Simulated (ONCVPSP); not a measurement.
Ranking ONCV potentials for titanium

All share these settings but for the change named:

```json
{"Element": "titanium (Ti)", "Generator": "ONCVPSP 4.0.1", "Type": "optimised norm-conserving Vanderbilt (ONCV)", "Functional": "PBE", "Relativity": "scalar-relativistic", "Frozen core": "[Ne]", "Valence charge": "12", "Reference configuration": "3s2 3p6 3d2 4s2", "Partial waves": "3s+4s: rc 1.75 bohr, ncon 4, nbas 8, qcut 6.1 1/bohr, 2 projectors; 3p: rc 1.60 bohr, ncon 4, nbas 7, qcut 10.9 1/bohr, 2 projectors, debl 3.7 Ha; 3d: rc 1.65 bohr, ncon 4, nbas 9, qcut 9.5 1/bohr, 2 projectors, debl 0.5 Ha", "Local potential": "polynomial inside 1.45 bohr (lpopt 5, dvloc0 3 Ha)", "Core correction": "Teter function, fcfact 4, rcfact 1.25"}
```

Cutoff: the first of the cutoffs (Ha) at which the residual kinetic energy of the hardest occupied pseudo-wave falls to 1 and 0.1 mHa per electron; the density cutoff is not measured.

The base gives 33 Ha.

Of 10 variants that were run, those that failed, showed a ghost or another fault, or gave nearly equal values are left out.

A variant can come out equal or close to the base.

Q: Rank these variants from softest to hardest (loose cutoff).
A. d: rc 1.36; local potential polynomial inside 1.36 bohr (lpopt 5, dvloc0 3 Ha)
B. reference 3s2 3p6 3d2 4s1.5 4p0.5; wave 3p: rc 1.60 bohr, ncon 4, nbas 7, qcut 10.9 1/bohr, 2 projectors, debl 3.7 Ha becomes 3p+4p: rc 1.60 bohr, ncon 4, nbas 7, qcut 10.9 1/bohr, 2 projectors
C. s: rc 1.2; local potential polynomial inside 1.20 bohr (lpopt 5, dvloc0 3 Ha)

A: B (33 Ha), A (39 Ha), C (95 Ha).
